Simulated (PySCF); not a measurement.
# Adding and removing an electron: GeBi

PBE0; Ge cc-pVDZ-PP with ECP10, Bi cc-pVDZ-PP with ECP60; scalar-relativistic core potentials (PySCF 2.14). Neutral (UKS): doublet (π ↑), Re = 2.526 Å, ωe = 249 cm⁻¹, De = 2.30 eV, HOMO -5.62 eV, LUMO -3.97 eV.

GeBi⁺ (UKS): triplet (π ↑↑), Re = 2.679 Å, ωe = 211 cm⁻¹. The energies at the minima are -509.17709 hartree for GeBi and -508.90226 for GeBi⁺.

(1) Work out the adiabatic ionisation energy, without and with harmonic zero-point energies (1 hartree = 27.2114 eV, 1 eV = 8065.5 cm⁻¹), and the change of the bond length.

These are scalar-relativistic numbers at best; spin–orbit coupling would shift them, the dissociation energy most. States were picked by a PBE0 search and need not be the measured ground states.

## Answers

(1) At PBE0: 0.27483 hartree = 7.479 eV between the minima; the zero-point term (211.0 − 249.0)/2 cm⁻¹ = -0.002 eV makes it 7.476 eV. Re changes by +15.3 pm against the neutral. The electron leaves a π orbital, and the longer bond of the ion fits a bonding orbital, or a change in how ionic the bond is.
